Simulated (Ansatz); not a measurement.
Molecule: C₄H₁₀O₂, charge 0, multiplicity 1. SMILES: CC(OC)OC
Geometry from a B3LYP-D3(BJ)/def2-TZVP (Ansatz, a first-principles code) optimisation:
```
C
O 1 1.3907
H 1 1.1054 2 109.84
C 2 1.4187 1 114.21 3 52.26
H 4 1.0882 2 106.73 1 -175.56
H 4 1.0916 5 109.64 2 120.73
H 4 1.0972 5 109.14 6 119.44
O 1 1.4213 3 107.79 2 117.95
C 8 1.4111 1 114.54 3 36.90
H 9 1.0887 8 107.04 1 -174.55
H 9 1.0963 10 108.59 8 121.38
H 9 1.0975 10 108.98 11 118.00
C 1 1.5138 3 111.08 2 -119.26
H 13 1.0899 1 109.13 3 178.84
H 13 1.0900 14 109.16 1 120.59
H 13 1.0903 14 109.02 15 118.52
```

Wanted: vertical ionisation energy (to the doublet state of charge +1; each state is the SCF solution reached for its spin), in eV. Correlated levels leave the core frozen unless marked. Open shells are spin-unrestricted. Spin-orbit coupling is left out. Non-relativistic. Basis-set limits of correlation are two-point, X^-3; Hartree-Fock from the larger set. [CCSD(T)-MP2]/basis is that difference in the basis named.

RI-MP2/CBS(aug-cc-pVTZ,aug-cc-pVQZ)+[CCSD(T)-MP2]/aug-cc-pVTZ (Ansatz) gives 10.10 eV.

Question: Another calculation gave 9.09 eV. Which level was it?
A) PBE/def2-TZVPD (Ansatz)
B) B3LYP/def2-TZVPD (Ansatz)
C) r2SCAN/def2-TZVPD (Ansatz)
D) wB97X-V/def2-TZVPD (Ansatz)

Answer: A, PBE/def2-TZVPD (Ansatz). The others give 9.55 (B3LYP), 9.82 (wB97X-V), 9.26 (r2SCAN) eV.
